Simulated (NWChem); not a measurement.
Molecule: CHBF4O; SMILES OB(F)C(F)(F)F

```xyz
8

B     -0.0127     1.0114     0.0000
C     -0.0171    -0.6075     0.0000
F     -0.6288    -1.1189    -1.0943
F     -0.6288    -1.1189     1.0943
F      1.2716    -1.0804     0.0000
F     -1.1691     1.6651     0.0000
O      1.1489     1.6928     0.0000
H      1.9115     1.0818     0.0000
```
Atoms are numbered in this order, from 1.

Level: PBE-D3(BJ)/def2-SVP (NWChem), optimised geometry, unscaled harmonic frequencies. 

**Question.** List the harmonic frequencies with IR intensities, and the thermochemistry.

**Answer.** 
| frequency (cm⁻¹) | IR intensity (km/mol) |
|---|---|
| 36 | 0.7 |
| 175 | 10.5 |
| 181 | 6.4 |
| 321 | 5.4 |
| 374 | 4.6 |
| 480 | 6.4 |
| 534 | 1.3 |
| 573 | 21.5 |
| 624 | 44.7 |
| 665 | 74.9 |
| 737 | 2.3 |
| 974 | 194.6 |
| 1104 | 150.5 |
| 1120 | 247.9 |
| 1148 | 339.4 |
| 1407 | 18.0 |
| 1482 | 263.4 |
| 3710 | 104.1 |

| Item | Result |
|---|---|
| zero-point energy | 22.4 kcal/mol |
| thermal correction to the enthalpy at 298.15 K (with zero-point energy) | 27.2 kcal/mol |
| heat capacity Cv | 22.4 cal/(mol K) |
| entropy at 298.15 K and 1 atm (symmetry number 1) | 83.3 cal/(mol K) |
| dipole moment | 1.71 D |

Rigid rotor and harmonic oscillator; modes under 100 cm⁻¹ make the entropy uncertain.
